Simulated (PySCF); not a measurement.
# Stretching Cs₂⁺

Set-up: basis Cs def2-SVPD with ECP46; scalar-relativistic core potentials; PySCF 2.14. Energies in eV from Cs⁺ + Cs in their ground configurations at the same level. State: doublet, unpaired electrons σ ↑.

All columns are MN15.

```csv
R (Å),E (eV),HOMO (eV),LUMO (eV),Mayer bond order,⟨S²⟩
4.721,-0.547,-6.38,-4.20,0.47,0.75
4.940,-0.549,-6.25,-4.11,0.47,0.75
5.160,-0.538,-6.13,-4.11,0.47,0.75
5.324,-0.524,-6.05,-4.19,0.48,0.75
5.489,-0.508,-5.97,-4.27,0.48,0.75
5.654,-0.489,-5.90,-4.35,0.48,0.75
5.873,-0.465,-5.81,-4.47,0.48,0.75
6.148,-0.436,-5.71,-4.62,0.48,0.75
6.477,-0.406,-5.61,-4.77,0.49,0.75
6.916,-0.375,-5.50,-4.92,0.49,0.75
```

Spin–orbit coupling is left out. The state was picked by a PBE0 search and need not be the measured ground state.
